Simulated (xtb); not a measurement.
BH6NO2Si, SMILES OB(O)N[SiH3]. All values are semi-empirical tight-binding results from xtb (GFN2-xTB unless named), good for trends rather than for accurate numbers. Coordinates come from a GFN2-xTB optimisation. The structure was generated by enumeration, and PubChem lists no compound with its InChIKey, so it may never have been made. Other conformers were not sampled.

Q: Estimate the properties. (Estimate from the structure and the level; the computed values follow.)

A: 
```
Quantity                                         Value
---------------------------------------  -------------
point group as xtb finds it                         Cs
orbital gap                                    5.81 eV
dipole moment                                   1.82 D
zero-point energy                        45.2 kcal/mol
G − E(el) at 298.15 K (modified RRHO)    25.7 kcal/mol
static polarisability (D4 model)            62.9 bohr³
solvation energy, GFN2-xTB/ALPB(water)   -7.8 kcal/mol
solvation energy, GFN2-xTB/ALPB(ch2cl2)  -5.0 kcal/mol
```
